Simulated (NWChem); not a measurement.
# TiH$_{3}$I; SMILES [I][TiH3]

```xyz
5

Ti     0.0000     0.0000    -1.6996
I      0.0000     0.0000     0.8327
H      1.1220     1.1220    -2.2467
H      0.4107    -1.5327    -2.2467
H     -1.5327     0.4107    -2.2467
```
Atoms are numbered in this order, from 1.

All runs: NWChem. All runs use the structure optimised with PBE0/def2-SVP. def2 effective core potentials on I; no spin-orbit coupling. B3LYP is NWChem's, with the RPA form of VWN correlation.

### Question
What does the run give for B3LYP/def2-SVP? Quantities: highest occupied level (eV); orbital gap (eV); dipole (D).

### Answer
The highest occupied level (eV) is -8.08 and the orbital gap (eV) is 4.70. The dipole (D) is 0.17.
